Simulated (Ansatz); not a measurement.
Ansatz (a program for electronic structure) input (HF/6-31G*):

Ansatz 0.2 input:
```yaml
crystal:
  periodic: [false, false, false]
  atoms:
    - {symbol: Li, position_ang: [-0.00000000, -0.00000000, -1.76132067]}
    - {symbol: Cl, position_ang: [0.00000000, 0.00000000, 0.31082130]}
basis:
  gaussian:
    orbitals: 6-31G*
hamiltonian:
  xc: {name: HF}
phonons: {temperatures: {t_min: 298.15, t_max: 298.15, t_step: 100}}
```

**Question.** Which harmonic wavenumbers does it give?

**Answer.** 631 cm⁻¹ (unscaled; negative means imaginary).
